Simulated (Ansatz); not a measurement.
B₅Cl₃. The state is a singlet with charge 0. Geometry B3LYP-D4/def2-SVP.

```xyz
8

B    -0.025   -0.489    1.084
B    -1.434    0.412   -0.111
B     0.028    0.211   -0.477
B     1.603    0.101   -1.105
B     1.368   -0.490    0.317
Cl   -0.847   -0.956    2.559
Cl    2.365    0.579   -2.573
Cl   -3.059    0.631    0.306
```

The structure comes from a short search, and lower isomers may exist.

(1) Estimate the orbital energies around the gap (eV) in Ansatz with HF/STO-3G, PBE-D4/def2-TZVP, r2SCAN-D4/def2-TZVP, PBE0-D4/def2-SVP, ωB97X-V/def2-TZVP.

## Answers

(1) 
```csv
orbital,HF/STO-3G,PBE-D4/def2-TZVP,r2SCAN-D4/def2-TZVP,PBE0-D4/def2-SVP,ωB97X-V/def2-TZVP
HOMO−13,-18.56,-13.59,-14.24,-15.38,-18.29
HOMO−12,-16.29,-12.40,-12.93,-14.02,-16.73
HOMO−11,-15.11,-11.50,-11.97,-13.01,-15.56
HOMO−10,-14.63,-11.33,-11.84,-12.90,-15.54
HOMO−9,-13.69,-9.96,-10.37,-11.49,-14.15
HOMO−8,-13.37,-9.92,-10.31,-11.37,-13.93
HOMO−7,-12.88,-9.66,-10.08,-11.08,-13.58
HOMO−6,-12.64,-9.13,-9.49,-10.48,-13.12
HOMO−5,-12.23,-9.05,-9.45,-10.45,-13.02
HOMO−4,-11.93,-8.87,-9.24,-10.20,-12.73
HOMO−3,-11.59,-8.33,-8.71,-9.70,-12.21
HOMO−2,-8.83,-7.04,-7.25,-7.90,-9.99
HOMO−1,-7.94,-6.50,-6.77,-7.58,-9.96
HOMO,-7.84,-6.07,-6.27,-7.06,-9.27
LUMO,2.99,-3.96,-3.83,-3.12,-1.17
LUMO+1,4.43,-2.69,-2.57,-1.84,-0.05
LUMO+2,5.33,-2.54,-2.29,-1.53,0.48
LUMO+3,9.98,-0.20,0.28,1.42,2.47
LUMO+4,10.43,0.32,0.78,1.78,3.06
LUMO+5,10.59,0.43,0.87,1.96,3.61
```
